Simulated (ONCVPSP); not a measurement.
# Potentials for titanium (Ti) compared

Generated with ld1.x 7.5 (TM, RRKJ, ultrasoft, PAW), atompaw 4.2 or ONCVPSP 4.0.1. The cutoff is in Ry: for ld1.x and atompaw files where the sum of valence levels is converged to 10 mRy in a Bessel basis, for ONCV files where the hardest occupied wave has 1 mHa per electron of residual kinetic energy. The error is the largest all-electron minus pseudo excitation energy over each file’s own four to seven test configurations (ionisations up to +4, promotions, holes and added fractions of an electron), all of which were solved. The labels leave out finer settings (local radius, basis sizes, second energies), which also bear on the numbers. Spin-polarised tests are not counted. The rows are a selection from randomly drawn settings: files with unsolved tests, undetermined cutoffs or missed reference levels are left out.

| potential | cutoff (Ry) | largest error (meV) | bound ghosts |
| --- | --- | --- | --- |
| ONCV, revPBE, scalar-relativistic, rc 1.45/1.65/2.45 (spd), local smoothed, core correction yes, reference 3s2 3p6 3d2.5 4s1.5, qcut 6.5/7.6/7, projectors 2/2/2 | 39 | +343 | none |
| ONCV, PBEsol, scalar-relativistic, rc 2.00/1.10/1.40 (spd), local smoothed, core correction yes, reference 3s2 3p6 3d2 4s1.5, qcut 5.8/7.1/9.2, projectors 2/2/3 | 73 | +4.6 | none |
| ONCV, PBE, scalar-relativistic, rc 1.75/2.05/2.45 (spd), local smoothed, core correction yes, reference 3s2 3p6 3d2 4s1 4p1, qcut 6.6/5.4/7, projectors 2/3/2 | 34 | +200 | none |
| ONCV, PBEsol, scalar-relativistic, rc 1.35/1.50/1.50 (spd), local smoothed, core correction yes, reference 3s2 3p6 3d2 4s2, qcut 7.6/7.9/12.6, projectors 2/2/3 | 98 | +14 | none |
| ONCV, PBE, scalar-relativistic, rc 1.45/1.10/1.30 (spd), local smoothed, core correction yes, reference 3s2 3p6 3d2 4s0.5, qcut 9/7.1/14.4, projectors 2/1/1 | 121 | +6.7 | none |
| ONCV, PBE, scalar-relativistic, rc 2.40/4.00/1.70 (spd), local smoothed, core correction yes, reference 3d2 4s1.5 4p0.5, qcut 2.5/1.9/9.4, projectors 2/2/3 | 67 | -226 | none |

**Question.** Fill in the row for Ti: ONCV, PBEsol, scalar-relativistic, rc 1.65/1.65/1.55/1.55 (spdf), local d, core correction no, reference 3s2 3p6 3d2 4s1, qcut 8/8.7/10.7/7.3, projectors 2/2/0/1.

**Answer.** cutoff 83 Ry, largest error -21 meV, bound ghosts: none.
